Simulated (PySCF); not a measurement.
## EPR parameters of C5H7F3N

Compound: C5H7F3N (doublet state).
Z-matrix (Å and degrees, GFN2-xTB geometry), rows numbered from 1:
```
C 
C   1  1.5331
C   2  1.4640  1  114.52
N   3  1.2395  2  129.01  1    -4.39
C   4  1.4283  3  127.35  2   178.09
C   5  1.5259  4  109.11  3  -105.72
F   6  1.3366  5  112.79  4   -60.60
F   6  1.3436  5  111.22  4   179.66
F   6  1.3386  5  112.34  4    60.31
H   1  1.0865  2  110.16  3    59.19
H   1  1.0874  2  110.07  3   179.53
H   1  1.0865  2  109.99  3   -60.23
H   2  1.0941  1  110.12  3   121.05
H   2  1.0942  1  110.32  3  -121.18
H   5  1.0947  4  108.79  3   137.34
H   5  1.1002  4  114.09  3    14.40
```

The hyperfine couplings belong to this conformer and change with its torsions.

Identity: `CC/[C]=N/CC(F)(F)F` [radical].

Method used: UKS B3LYP, pcH-1 on C F H N, non-relativistic, mean-field spin-orbit, GIAO in PySCF. Isolated species at its GFN2-xTB geometry (one conformer only). A GFN2-xTB geometry isn't a minimum of the functional, and hyperfine couplings can be far from their values at a DFT geometry. The SCF solution wasn't tested for stability.

| Quantity | Value |
| --- | --- |
| g1, g2, g3 | 1.99894, 2.00205, 2.00313 |
| g_iso | 2.00137 |
| Form of g | rhombic: the two nearest values differ by 26 % of g3 − g1 |
| ⟨S²⟩ | 0.7529 (exact 0.7500) |
| HOMO–LUMO gap, α and β orbitals | 5.02, 6.59 eV |
| Total energy | -548.99733 Eh |

Isotropic coupling and dipolar principal values T1 to T3, in MHz:

```json
{"atom": "C1", "isotope": "13C", "a_iso": "23.5", "T1": "-5.3", "T2": "-4.7", "T3": "10.0", "Mulliken spin population": "0.05"}
{"atom": "C2", "isotope": "13C", "a_iso": "76.6", "T1": "-8.1", "T2": "-7.9", "T3": "16.0", "Mulliken spin population": "0.01"}
{"atom": "C3", "isotope": "13C", "a_iso": "215.5", "T1": "-60.4", "T2": "-54.4", "T3": "114.8", "Mulliken spin population": "0.73"}
{"atom": "N4", "isotope": "14N", "a_iso": "7.7", "T1": "-16.2", "T2": "-12.4", "T3": "28.6", "Mulliken spin population": "0.16"}
{"atom": "C5", "isotope": "13C", "a_iso": "74.2", "T1": "-5.8", "T2": "-4.7", "T3": "10.6", "Mulliken spin population": "0.01"}
{"atom": "C6", "isotope": "13C", "a_iso": "-5.4", "T1": "-0.8", "T2": "-0.3", "T3": "1.1", "Mulliken spin population": "0.00"}
{"atom": "F7", "isotope": "19F", "a_iso": "5.2", "T1": "-3.1", "T2": "-1.6", "T3": "4.7", "Mulliken spin population": "0.00"}
{"atom": "F8", "isotope": "19F", "a_iso": "6.3", "T1": "-1.8", "T2": "-1.1", "T3": "2.8", "Mulliken spin population": "0.00"}
{"atom": "F9", "isotope": "19F", "a_iso": "2.9", "T1": "-2.6", "T2": "-0.8", "T3": "3.4", "Mulliken spin population": "0.00"}
{"atom": "H10", "isotope": "1H", "a_iso": "-3.6", "T1": "-3.9", "T2": "-0.7", "T3": "4.6", "Mulliken spin population": "0.00"}
{"atom": "H11", "isotope": "1H", "a_iso": "6.8", "T1": "-3.6", "T2": "-0.8", "T3": "4.5", "Mulliken spin population": "0.00"}
{"atom": "H12", "isotope": "1H", "a_iso": "-3.6", "T1": "-3.7", "T2": "-0.9", "T3": "4.7", "Mulliken spin population": "0.00"}
{"atom": "H13", "isotope": "1H", "a_iso": "5.8", "T1": "-7.5", "T2": "-5.1", "T3": "12.6", "Mulliken spin population": "0.00"}
{"atom": "H14", "isotope": "1H", "a_iso": "1.8", "T1": "-7.3", "T2": "-4.9", "T3": "12.3", "Mulliken spin population": "0.00"}
{"atom": "H15", "isotope": "1H", "a_iso": "-3.7", "T1": "-4.8", "T2": "-3.5", "T3": "8.3", "Mulliken spin population": "0.00"}
{"atom": "H16", "isotope": "1H", "a_iso": "17.8", "T1": "-5.7", "T2": "-2.2", "T3": "7.9", "Mulliken spin population": "0.03"}
```

Largest spin populations (Mulliken): C3 (+0.73) and N4 (+0.16).

Under fast tumbling the dipolar parts average out, and these isotropic splittings remain: 1 × 14N (N4, I = 1, 3 lines) with 0.27 mT, 2 × 1H (H15/H16, I = 1/2, 3 lines) with 0.25 mT, 3 × 19F (F7/F8/F9, I = 1/2, 4 lines) with 0.17 mT and 2 × 1H (H13/H14, I = 1/2, 3 lines) with 0.13 mT.

Means are taken over nuclei equivalent by connectivity, which assumes that they swap fast. The 1H value of +7.0 MHz is a mean of couplings from -3.7 to 17.8 MHz in this one geometry, not an average over conformers.

The 13C coupling of C3 (215.5 MHz) shows only in satellite lines or after enrichment, since that isotope makes up about 1.07 % of natural carbon.

β density exceeds α density at some nuclei, such as C6 (-0.0048), spin density in bohr⁻³. In a single determinant that takes different orbitals for the two spins, that is spin polarisation.

Time: 96 s wall (with the writing of density and orbital grids); peak memory 1.0 GiB. Hardware: one thread of an Arm Neoverse V1, shared host with 32 logical CPUs at a one-minute load of 24.
